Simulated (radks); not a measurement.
Trend from Rb to Xe: ionisation energy by Delta-SCF between NIST ground configurations, and size. All-electron calculation, scalar-relativistic Kohn-Sham, PBE, spin-polarised, spherical densities, finite nucleus; open shells are filled with parallel spins first (spin-orbit coupling, left out, can overturn this in heavy ions); Fermi nuclear charge, rms radius of each element as measured or else 0.836 A^(1/3) + 0.57 fm. Program: a radial shooting solver on a logarithmic mesh with Libxc functionals.

species,configuration,configuration of the ion,IE (eV),NIST (eV),kind,-e(HOMO) (eV),outermost,<r> outermost (bohr),r at 0.001 e/bohr^3 (bohr)
Rb,[Kr] 5s1,[Kr],4.290,4.177,exp.,2.436 (5s),5s,5.17,4.56
Sr,[Kr] 5s2,[Kr] 5s1,5.699,5.695,exp.,3.526 (5s),5s,4.33,5.26
Zr,[Kr] 4d2 5s2,[Kr] 4d2 5s1,6.438,6.634,exp.,4.047 (5s),5s,3.83,5.07
Nb,[Kr] 4d4 5s1,[Kr] 4d4,7.163,6.759,exp.,3.713 (4d),5s,3.61,4.75
Mo,[Kr] 4d5 5s1,[Kr] 4d5,7.457,7.092,exp.,4.571 (4d),5s,3.48,4.63
Tc,[Kr] 4d5 5s2,[Kr] 4d5 5s1,6.866,7.119,exp.,4.242 (5s),5s,3.51,4.76
Ru,[Kr] 4d7 5s1,[Kr] 4d7,7.778,7.361,exp.,3.839 (4d),5s,3.30,4.47
Rh,[Kr] 4d8 5s1,[Kr] 4d8,7.852,7.459,exp.,4.762 (5s),5s,3.24,4.39
Pd,[Kr] 4d10,[Kr] 4d9,8.949,8.337,exp.,4.048 (4d),4d,1.59,4.08
Ag,[Kr] 4d10 5s1,[Kr] 4d10,7.946,7.576,exp.,4.734 (5s),5s,3.14,4.25
Cd,[Kr] 4d10 5s2,[Kr] 4d10 5s1,9.045,8.994,exp.,5.659 (5s),5s,2.90,4.38
In,[Kr] 4d10 5s2 5p1,[Kr] 4d10 5s2,5.523,5.786,exp.,2.779 (5p),5p,3.70,4.63
Sn,[Kr] 4d10 5s2 5p2,[Kr] 4d10 5s2 5p1,7.309,7.344,exp.,4.157 (5p),5p,3.20,4.71
Sb,[Kr] 4d10 5s2 5p3,[Kr] 4d10 5s2 5p2,8.968,8.608,exp.,5.467 (5p),5p,2.88,4.66
Te,[Kr] 4d10 5s2 5p4,[Kr] 4d10 5s2 5p3,8.646,9.010,exp.,5.199 (5p),5p,2.71,4.61
I,[Kr] 4d10 5s2 5p5,[Kr] 4d10 5s2 5p4,10.553,10.451,exp.,6.749 (5p),5p,2.49,4.52
Xe,[Xe],[Kr] 4d10 5s2 5p5,12.359,12.130,exp.,8.235 (5p),5p,2.31,4.41

Reference values: NIST Atomic Spectra Database (exp. = measured, semi-emp. = semi-empirical, theory = theoretical value adopted there). Open shells are spherical and high-spin; term and fine-structure splittings are not resolved. Spin-orbit splitting is averaged out at the scalar-relativistic level.
